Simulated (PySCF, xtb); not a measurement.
FH6NOSi2, SMILES N[SiH2]O[SiH2]F.

GFN2-xTB (xtb) at its own geometry gives an orbital gap of 5.62 eV and a dipole moment of 2.44 D.

Geometry optimised at PBE0-D3(BJ)/def2-SVP. This is a generated structure with no PubChem entry under its InChIKey; it may be hypothetical. The values are those of a single conformer.

Q: What does PBE/def2-TZVP (PySCF) give? (The exact figures need the calculation; the answer reports its results.)

A: gap 6.18 eV (levels -6.56 and -0.38 eV), dipole 2.57 D.
